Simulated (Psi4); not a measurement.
F₅V, charge -1, doublet, geometry from GFN2-xTB (such geometries of metal compounds can be far from the true shape) (the multiplicity is a formal guess) (a gas-phase anion, which may not be bound at this level). Base run: Psi4 1.11 with PBE/6-31G*.

Psi4 was given this input:
```
memory 2 GB

molecule mol {
-1 2
V    -0.044001    0.016631    0.057167
F     1.150695   -0.707214    1.225068
F    -1.273355    0.753575   -1.065708
F     0.308927    1.530622    0.649151
F     1.021446   -0.386073   -1.327064
F    -1.095265   -1.233412    0.372460
}

set {
  basis 6-31g*
  reference uks
}

energy('pbe')
print_variables()
```

The base run was repeated with changes; each row names its change, and settings that it needs were set with it.

| change | ΔE vs base (mEh) | SCF cycles | grid points | basis functions | outcome |
|---|---|---|---|---|---|
| base | 0.000 | 11 | 131298 | 114 | converged |
| dft_radial_points = 35 | 26.628 | 11 | 62119 | 114 | converged |
| basis_guess = sto-3g | 0.000 | 12 | 131298 | 114 | converged |
| level_shift = 1.0 | 0.000 | 13 | 131298 | 114 | converged |
| puream = false | 0.000 | 11 | 131298 | 114 | converged |
| diis_max_vecs = 15 | 0.000 | 11 | 131298 | 114 | converged |
| df_basis_scf = def2-universal-jkfit | -0.043 | 11 | 131298 | 114 | converged |
| df_basis_scf = cc-pvtz-jkfit | - | - | - | 114 | input refused |
| scf_type = out_of_core | 0.024 | 11 | 131298 | 114 | converged |
| d_convergence = 1e-10 | 0.000 | 18 | 131298 | 114 | converged |
| scf_type = direct | 0.024 | 13 | 131298 | 114 | converged |
| damping_percentage = 50 | - | - | - | 114 | not converged |
| dft_radial_scheme = becke | 0.147 | 11 | 117711 | 114 | converged |

Open shells are given as the SCF converged; they aren't shown to be the lowest states, and a large step between rows can be another state.

A gas-phase anion may not be bound at this level; its values then depend on the basis.

- df_basis_scf = cc-pvtz-jkfit: ended with `psi4.driver.qcdb.exceptions.BasisSetNotFound: BasisSet::construct: Unable to find a basis set for atom 1 for key JKFIT among:`
